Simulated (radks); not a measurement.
All-electron atom: Kr4+ in [Ar] 3d10 4s2 4p2.

All-electron calculation, scalar-relativistic Kohn-Sham, exchange-only r2SCAN, spin-polarised, spherical densities, finite nucleus; open shells are filled with parallel spins first; meta-GGA in the generalised Kohn-Sham scheme; Fermi nuclear charge, rms radius 4.1884 fm. Program: a radial shooting solver on a logarithmic mesh with Libxc functionals.

Energy parts (eV):
part                   energy
total              -75769.801
kinetic             77551.001
electron-nucleus  -181047.001
Hartree             30272.138
exchange            -2545.939

Orbitals (lengths in bohr, moments of r in powers of bohr; r(max) is where P^2 peaks):
\begin{tabular}{lrrrr}
orbital & occ. & eigenvalue (eV) & <1/r> & r(max) \\ \hline
1s up & 1 & -14252.93 & 36.76 & 0.02708 \\
1s down & 1 & -14252.61 & 36.76 & 0.02708 \\
2s up & 1 & -1935.990 & 8.183 & 0.1541 \\
2s down & 1 & -1935.929 & 8.183 & 0.1541 \\
2p up & 3 & -1716.025 & 7.986 & 0.1234 \\
2p down & 3 & -1715.786 & 7.985 & 0.1235 \\
3s up & 1 & -326.7046 & 2.710 & 0.4660 \\
3s down & 1 & -326.4167 & 2.708 & 0.4662 \\
3p up & 3 & -255.5397 & 2.552 & 0.4627 \\
3p down & 3 & -255.1846 & 2.552 & 0.4629 \\
3d up & 5 & -138.2224 & 2.277 & 0.4125 \\
3d down & 5 & -137.7369 & 2.282 & 0.4125 \\
4s up & 1 & -74.4220 & 0.9209 & 1.292 \\
4s down & 1 & -69.9884 & 0.9299 & 1.283 \\
4p up & 2 & -57.2965 & 0.8210 & 1.421 \\
4p down & 0 & -52.7529 & 0.8271 & 1.411 \\
\end{tabular}

The highest occupied level is 4p up at -57.297 eV. The spin density at the nucleus is -1.390 e/bohr^3 (1s -0.658, 2s 0.318, 3s 0.628, 4s -1.679).
